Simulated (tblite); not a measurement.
Compound: C8H5O2 (charge -1).
Atom-mapped SMILES: `[CH:1]#[C:2][c:3]1[cH:4][cH:5][cH:6][c:7]([OH:8])[c:9]1[O-:10]` (hydrogens: H11 on C1; H12 on C4; H13 on C5; H14 on C6; H15 on O8)
Bond orders are those of one Lewis drawing.

Computed with GFN2-xTB (tblite), gas phase: L-BFGS steps from a force-field or distance-geometry start until the largest atomic force falls under 0.01 eV/Å.

Step 5: E = -760.7059 eV
```
atom  x, y, z in Å  |  force x, y, z in eV/Å
C1      3.3479   -0.8496    0.1237    0.107  -0.004  -0.004
C2      2.1725   -0.5930    0.0828   -0.186   0.048   0.005
C3      0.7879   -0.3254    0.0491   -0.047   0.059  -0.017
C4     -0.1151   -1.3765    0.2569    0.037  -0.062   0.021
C5     -1.4781   -1.1992    0.2404    0.005   0.019  -0.011
C6     -1.9909    0.0803    0.0014   -0.123  -0.079   0.024
C7     -1.1336    1.1189   -0.2016    0.056   0.152  -0.019
O8     -1.5995    2.3984   -0.4337    0.105   0.023  -0.016
C9      0.3087    0.9991   -0.1918   -0.151  -0.137   0.024
O10     0.9962    2.0446   -0.3913   -0.088   0.032  -0.008
H11     4.3821   -1.0383    0.1484   -0.055   0.003  -0.002
H12     0.2872   -2.3663    0.4397    0.073  -0.069   0.012
H13    -2.1584   -2.0274    0.4092    0.083   0.004  -0.012
H14    -3.0605    0.2602   -0.0235    0.037  -0.032   0.011
H15    -0.7507    2.8821   -0.5317    0.148   0.043  -0.008
```

Step 6: E = -760.7103 eV
```
atom  x, y, z in Å  |  force x, y, z in eV/Å
C1      3.3450   -0.8477    0.1231    0.041   0.004  -0.005
C2      2.1694   -0.5915    0.0837   -0.089   0.032  -0.004
C3      0.7868   -0.3281    0.0481   -0.062   0.100   0.002
C4     -0.1127   -1.3785    0.2590   -0.034  -0.075  -0.004
C5     -1.4752   -1.1984    0.2390    0.022   0.011   0.009
C6     -1.9903    0.0805    0.0021   -0.139  -0.079   0.017
C7     -1.1360    1.1203   -0.2008    0.042   0.141  -0.029
O8     -1.5926    2.4019   -0.4353    0.057   0.027  -0.007
C9      0.3026    0.9929   -0.1907   -0.100  -0.032   0.004
O10     0.9846    2.0413   -0.3908    0.038   0.092  -0.022
H11     4.3768   -1.0380    0.1483    0.021  -0.007   0.002
H12     0.2908   -2.3673    0.4396    0.064  -0.095   0.023
H13    -2.1527   -2.0263    0.4085    0.027  -0.037  -0.005
H14    -3.0584    0.2592   -0.0230   -0.027  -0.041   0.013
H15    -0.7425    2.8875   -0.5327    0.137  -0.041   0.005
```

**Question.** Estimate the geometry and energy of step 7. (The exact step hangs on the optimiser's Hessian estimate; all steps are aligned on step 6, rigid shifts and turns removed.)

**Answer.** E = -760.7121 eV, largest force 0.150 eV/Å
```
atom  x, y, z in Å  |  force x, y, z in eV/Å
C1      3.3434   -0.8465    0.1227   -0.006   0.012  -0.005
C2      2.1673   -0.5903    0.0841   -0.018   0.025  -0.007
C3      0.7853   -0.3282    0.0478   -0.065   0.061   0.017
C4     -0.1124   -1.3804    0.2599    0.020  -0.058  -0.016
C5     -1.4734   -1.1978    0.2385   -0.037  -0.018   0.021
C6     -1.9912    0.0802    0.0025   -0.073  -0.019   0.002
C7     -1.1374    1.1220   -0.2007   -0.027   0.066  -0.019
O8     -1.5884    2.4042   -0.4362    0.030   0.043  -0.006
C9      0.2985    0.9906   -0.1904   -0.019   0.048  -0.010
O10     0.9796    2.0408   -0.3907    0.055   0.076  -0.020
H11     4.3748   -1.0380    0.1482    0.027  -0.007   0.002
H12     0.2936   -2.3694    0.4400    0.039  -0.066   0.019
H13    -2.1496   -2.0265    0.4081    0.009  -0.040  -0.004
H14    -3.0582    0.2581   -0.0226   -0.064  -0.046   0.015
H15    -0.7364    2.8893   -0.5330    0.127  -0.079   0.012
```

The energy changes by -0.0019 eV. The first-order estimate −F·Δx gives -0.0025 eV and the mean of the old and new forces, exact on a quadratic surface, -0.0019 eV. The step makes an angle of 59° with the force vector and moves no atom by more than 0.006 Å.

The cost below is that of the whole relaxation. On one thread, Arm Neoverse V2 (aarch64), shared host with 32 logical CPUs at a one-minute load of 11, this took 0.18 s.
